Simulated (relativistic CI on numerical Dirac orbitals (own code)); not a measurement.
What each ingredient does to the levels of Sc⁵⁺

Base calculation: Dirac-Coulomb-Breit CI, separate exchange-only KLI orbitals for each configuration, a model potential for QED, valence Slater integrals scaled by 0.85, P86 correlation energy added to each configuration.

CI space (outside the closed core [Ne]): 3s2.3p4, 3s.3p5, 3s2.3p3.3d, 3p6, 3s.3p4.3d, 3s2.3p3.4s, 3s2.3p3.4p, 3p5.3d, 3s.3p3.3d2, 3s2.3p3.4d, 3s2.3p3.4f, 3s2.3p3.5s, 3s.3p4.4s, 3s2.3p3.5p, 3s2.3p2.3d2, 3s2.3p.3d3, 3s.3p2.3d3, 3s2.3p.3d2.4s, 3s2.3p.3d2.4p, 3s2.3p.3d2.4d. Double excitations out of closed p, d and f shells are left out; levels of such configurations are missing from the list, as are those of other unlisted configurations, and high levels can miss mixing partners. These lack a partner that the ground configuration has and come out too high: 3s2.3p3.4f, 3s2.3p3.5s, 3s.3p4.4s, 3s2.3p3.5p.

The lowest level and the first level of each name with at least 55 % of one term (blank where a level has no safe partner in the second run):

```tsv
Level	Base (cm⁻¹)	Shift (cm⁻¹)
3s2.3p4 3P_2	0.0	0.0
3s2.3p4 3P_1	3335.9	+103.4
3s2.3p4 3P_0	4399.8	+124.2
3s2.3p4 1D_2	20629.5	+90.6
3s2.3p4 1S_0	45100.1	+92.4
3s.3p5 3P°_2	181332.2	+62.8
3s.3p5 3P°_1	184179.8	+152.2
3s.3p5 3P°_0	185759.5	+188.4
3s.3p5 1P°_1	229819.7	+170.7
3s2.3p3.3d 5D°_0	245520.0	+261.7
3s2.3p3.3d 5D°_1	245545.7	+274.3
3s2.3p3.3d 5D°_2	245590.2	+297.3
3s2.3p3.3d 5D°_3	245656.2	+327.9
3s2.3p3.3d 5D°_4	245776.4	+363.1
3s2.3p3.3d 3D°_2	262911.7	+300.0
3s2.3p3.3d 3D°_3	263050.5	+333.2
3s2.3p3.3d 3D°_1	263497.0	+326.8
3s2.3p3.3d 3F°_2	269031.7	+252.0
3s2.3p3.3d 1S°_0	269569.3	+319.3
3s2.3p3.3d 3F°_3	270042.5	+328.2
3s2.3p3.3d 3F°_4	271286.2	+408.5
3s2.3p3.3d 3G°_3	285333.7	+283.1
```

At this charge configurations can still be misplaced by up to about 7 % of their energy. 22 of the 28 excited levels that our extract of the measured tables holds in this range could be paired (the sources list more); they are missed by 8928 cm⁻¹ on average and 18320 at most, and levels without a partner can miss by more.

One thing was changed in a second run, which moved the levels as shown. Which?
A. one mean potential for all configurations
B. QED terms removed
C. Slater integrals left unscaled
D. no correlation estimate
E. configuration mixing switched off
F. Breit term removed

F. Breit term removed. The Breit term mainly narrows fine-structure intervals, so removing it widens them.

LS names give the leading component of a level, which can be under half, so a name can repeat, a term be missing and a line seem to break the LS rules.
